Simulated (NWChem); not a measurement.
System: GeIBr, singlet; SMILES [Br][Ge][I]

Here is an NWChem input.

```
start job
memory heap 200 mb stack 900 mb global 1100 mb
geometry units angstroms noautoz
  Ge     1.096777     0.475415     0.000000
  Br    -0.576249     2.118838     0.000000
  I     -0.280997    -1.684117     0.000000
end
basis spherical
  Ge library def2-svp
  Br library def2-svp
  I library def2-svp
end
ecp
  I library def2-ecp
end
dft
  xc xcamb88 1.00 lyp 0.81 vwn_5 0.19 hfexch 1.00
  cam 0.33 cam_alpha 0.19 cam_beta 0.46
  iterations 150
  mulliken
end
task dft energy
```

Excerpt of the output:

```
             Northwest Computational Chemistry Package (NWChem) 7.3.0
             --------------------------------------------------------

 CS  symmetry detected

                             Geometry "geometry" -> ""
                             -------------------------

 Output coordinates in angstroms (scale by  1.889725989 to convert to a.u.)

  No.       Tag          Charge          X              Y              Z
 ---- ---------------- ---------- -------------- -------------- --------------
    1 Ge                  32.0000     1.09570241     0.47626095     0.00000000
    2 Br                  35.0000    -0.58001919     2.11693528     0.00000000
    3 I                   53.0000    -0.27852463    -1.68552991     0.00000000

 Effective nuclear repulsion energy (a.u.)     860.4289490251

      Symmetry information
      --------------------

 Group name             Cs
 Group number              2
 Group order               2
 No. of unique centers     3

                                 NWChem DFT Module
                                 -----------------

 Summary of "ao basis" -> "ao basis" (spherical)
 ------------------------------------------------------------------------------
       Tag                 Description            Shells   Functions and Types
 ---------------- ------------------------------  ------  ---------------------
 Ge                         def2-svp                12       32   5s4p3d
 Br                         def2-svp                12       32   5s4p3d
 I                          def2-svp                10       26   4s4p2d

      Symmetry analysis of basis
      --------------------------

        a'         62
        a"         28

            General Information
            -------------------
          SCF calculation type: DFT
          Wavefunction type:  closed shell.
          No. of atoms     :     3
          No. of electrons :    92
           Alpha electrons :    46
            Beta electrons :    46
          Charge           :     0
          Spin multiplicity:     1
          Use of symmetry is: on ; symmetry adaption is: on
          Maximum number of iterations: 150
          AO basis - number of functions:    90
                     number of shells:    34
          Convergence on energy requested:  1.00D-06
          Convergence on density requested:  1.00D-05
          Convergence on gradient requested:  5.00D-04

              XC Information
              --------------
                     Hartree-Fock (Exact) Exchange  1.000
                   CAM-Becke88 Exchange Functional  1.000
                      VWN V Correlation Functional  0.190 local
              Lee-Yang-Parr Correlation Functional  0.810

           Range-Separation Parameters
           ---------------------------
           Alpha           :  0.19
           Beta            :  0.46
           Gamma           :  0.33
           Short-Range HF  :     F

             Grid Information
             ----------------
          Grid used for XC integration:  medium
          Radial quadrature: Mura-Knowles
          Angular quadrature: Lebedev.
          Tag              B.-S. Rad. Rad. Pts. Rad. Cut. Ang. Pts.
          ---              ---------- --------- --------- ---------
          Ge                  1.25      112           9.0       590
          Br                  1.15      112          11.0       590
          I                   1.40      123          10.0       590
          Grid pruning is: on
          Number of quadrature shells:   347
          Spatial weights used:  Erf1

      Superposition of Atomic Density Guess
      -------------------------------------

 Sum of atomic energies:       -4994.25641876

      Non-variational initial energy
      ------------------------------

 Total energy =   -4944.033716
 1-e energy   =   -8071.981374
 2-e energy   =    2588.571280
 HOMO         =      -0.266154
 LUMO         =      -0.052465

      Symmetry analysis of molecular orbitals - initial
      -------------------------------------------------

  Numbering of irreducible representations:

     1 a'          2 a"

  Orbital symmetries:

     1 a'          2 a'          3 a'          4 a'          5 a'
     6 a"          7 a'          8 a'          9 a'         10 a"
    11 a'         12 a'         13 a'         14 a'         15 a"
    16 a'         17 a'         18 a'         19 a"         20 a'
    21 a'         22 a"         23 a'         24 a'         25 a"
    26 a'         27 a"         28 a'         29 a'         30 a"
    31 a'         32 a"         33 a'         34 a'         35 a"
    36 a'         37 a"         38 a'         39 a'         40 a'
    41 a'         42 a'         43 a"         44 a"         45 a'
    46 a'         47 a"         48 a'         49 a'         50 a'
    51 a'         52 a'         53 a'         54 a"         55 a'
    56 a"

     ---------------------------------------------
      Total Density - Mulliken Population Analysis
     ---------------------------------------------

    Atom       Charge   Shell Charges
 -----------   ------   -------------------------------------------------------
    1 Ge  32    31.00   2.00  2.00  2.00  1.38  0.54  6.00  5.98  0.51  0.52  8.14  1.80  0.14
    2 Br  35    35.52   2.00  2.00  2.00  1.37  0.59  6.00  5.99  2.41  3.15  8.23  1.73  0.06
    3 I   25    25.48   1.83  0.22  1.24  0.67  2.92  3.14  2.69  2.76  9.82  0.19

[...]
```

Level: CAM-B3LYP/def2-SVP with def2 effective core potentials on I. Low-valent species are run as closed-shell singlets; no triplet was tried in these runs. Structure relaxed at the PBE0/def2-SVP level. def2 effective core potentials on I; no spin-orbit coupling.
